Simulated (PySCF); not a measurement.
AlBr₂, SMILES [Br][Al+][Br], charge +1.

Geometry: B3LYP-D3(BJ)/def2-TZVP. The spin state was assumed, not searched. The isomer is the one that the SMILES or the coordinates give; other isomers of the formula were not compared.

Two levels are set side by side: PBE/def2-TZVPD (PySCF) and ωB97X/def2-TZVPD (PySCF). Same geometry, gas phase. Differences are taken from unrounded values.

```json
[
 {"quantity": "orbital gap (eV)", "ωB97X": "10.70", "PBE": "4.20", "PBE minus ωB97X": "-6.50"},
 {"quantity": "highest occupied level (eV)", "ωB97X": "-17.03", "PBE": "-13.45", "PBE minus ωB97X": "3.58"},
 {"quantity": "lowest empty level (eV)", "ωB97X": "-6.32", "PBE": "-9.25", "PBE minus ωB97X": "-2.93"},
 {"quantity": "mean polarisability (bohr³)", "ωB97X": "58.1", "PBE": "61.7", "PBE minus ωB97X": "3.6"}
]
```

Without exact exchange PBE keeps part of each electron's self-repulsion, which lifts occupied levels and narrows the gap. PBE's more diffuse valence density responds more strongly to a field. Differences between two approximate levels are no errors against the true value.

Rough cost on one machine, each run with all the roots and properties that it gave: ωB97X against PBE within a factor of 2.
